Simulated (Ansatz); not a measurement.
`[NH2][Al]([NH2])[OH]` + H₂ → `[NH2][AlH][OH]` + NH₃  (hydrogenolysis of the Al–N bond)

Gas-phase electronic energies from Ansatz, PBE0-D4/def2-TZVP geometries. CBS: def2 TZ/QZ extrapolation, frozen cores. DFT in def2-TZVPP. B3LYP here is the variant with VWN-RPA as its local correlation; programs differ in this. HSE06 is defined as in plane-wave codes. One conformer a species, not always the lowest.

`[NH2][Al]([NH2])[OH]`:

```xyz
9

N    -0.957    1.060   -0.947
Al   -0.196   -0.174    0.056
N     1.519   -0.085    0.479
O    -1.193   -1.440    0.589
H    -0.500    1.866   -1.338
H    -1.928    1.045   -1.208
H     2.145    0.646    0.188
H     2.012   -0.755    1.044
H    -0.901   -2.164    1.137
```

H₂:

Z-matrix (Å, degrees):
```
H
H 1 0.746
```

`[NH2][AlH][OH]`:

```xyz
7

N    -1.001   -0.680    0.567
Al    0.117    0.224   -0.448
O     1.605    0.655    0.246
H    -0.824   -0.956    1.519
H    -1.911   -0.992    0.271
H    -0.265    0.605   -1.933
H     2.278    1.144   -0.222
```

NH₃:

Z-matrix (Å, degrees):
```
N
H 1 1.013
H 1 1.013 2 107.1
H 1 1.013 2 107.1 3 -114.5
```

```csv
level,ΔE (kcal/mol),difference from CCSD(T)/CBS
LDA (SPW92),13.2,-1.9
r2SCAN-D4,15.1,0.0
B3LYP-D4,14.3,-0.8
r2SCANh-D4,14.9,-0.2
ωB97M-V,13.9,-1.2
B3LYP,12.7,-2.4
HSE06,12.2,-2.9
BHLYP,12.9,-2.2
CCSD(T)/def2-SVP,11.4,-3.7
HF/def2-QZVPP,11.6,-3.5
MP2/def2-QZVPP,16.1,1.0
SCS-MP2/def2-QZVPP,15.1,0.0
CCSD/def2-QZVPP,14.2,-0.9
CCSD(T)/def2-QZVPP,14.7,-0.4
HF/CBS(cc),11.8,-3.3
CCSD/CBS(cc),14.7,-0.4
CCSD(T)/CBS,15.1,0
```

Largest T1 diagnostic among the species: 0.011.

The D4 term adds +1.6 kcal/mol with B3LYP and +0.9 kcal/mol with PBE0; it sums over pairs of atoms, weighted by their polarisabilities, and B3LYP, whose exchange is more repulsive, gets the larger term. Leaving LDA and LC-ωPBE aside and taking each functional with its dispersion term where it has one, the values, not all of them listed here, spread over 4.3 kcal/mol, from B97M-V to r2SCAN-D4. LDA lies +1.2 kcal/mol from PBE without D4. At CCSD(T), def2-SVP lies −3.7 kcal/mol from the extrapolated value and def2-TZVPP −1.1 kcal/mol.
